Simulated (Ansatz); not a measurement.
Process, species as SMILES: O=CCC(=O)[SiH3] + 4 C (CH4) → 2 C=O (CH2O) [formaldehyde] + 2 CC (C2H6) [ethane] + C[SiH3]
Each molecule is optimised on its own at B3LYP-D3(BJ)/def2-TZVP (Ansatz, an electronic-structure program), one conformer each, not searched for the lowest.

Quantity: bond separation energy (electronic energy difference), in kcal/mol. Correlated levels leave the core frozen unless marked. Spin-orbit coupling is left out. Non-relativistic. CBS(X,Y): correlation extrapolated as X^-3; Hartree-Fock from the larger set. The bracket is a focal-point correction in the basis named.

| level | program | bond separation energy (kcal/mol) |
|---|---|---|
| revPBE/def2-TZVPD | Ansatz | 17.6 |
| B3LYP/def2-TZVPD | Ansatz | (withheld) |
| PBE0-D3(BJ)/def2-TZVP | Ansatz + dftd3 | 19.2 |
| PBE0-D4/def2-TZVP | Ansatz + dftd4 | 19.4 |
| PBE0/def2-TZVPD | Ansatz | 17.7 |
| PBE0/def2-QZVPP | Ansatz | 17.8 |
| r2SCAN0/def2-TZVPD | Ansatz | 19.4 |
| CAM-B3LYP-D3(BJ)/def2-TZVPD | Ansatz + dftd3 | 19.3 |
| CAM-B3LYP/def2-TZVPD | Ansatz | 17.8 |
| LC-wPBE-D3(BJ)/def2-TZVPD | Ansatz + dftd3 | 18.6 |
| wB97X-V/def2-TZVPD | Ansatz | (withheld) |
| SCS-MP2/cc-pV(D+d)Z | Ansatz | 16.6 |
| CCSD/STO-3G | Ansatz | 13.2 |
| CCSD/6-31G | Ansatz | 21.0 |
| CCSD/cc-pwCVTZ | Ansatz | (withheld) |
| RI-MP2/CBS(cc-pV(T+d)Z,cc-pV(Q+d)Z)+[CCSD(T)-MP2]/cc-pV(T+d)Z | Ansatz | (withheld) |

Question: Some entries are withheld; supply them.

Answer: 
- B3LYP/def2-TZVPD, bond separation energy (kcal/mol): 17.3
- wB97X-V/def2-TZVPD, bond separation energy (kcal/mol): 18.3
- CCSD/cc-pwCVTZ, bond separation energy (kcal/mol): 16.4
- RI-MP2/CBS(cc-pV(T+d)Z,cc-pV(Q+d)Z)+[CCSD(T)-MP2]/cc-pV(T+d)Z, bond separation energy (kcal/mol): 18.2
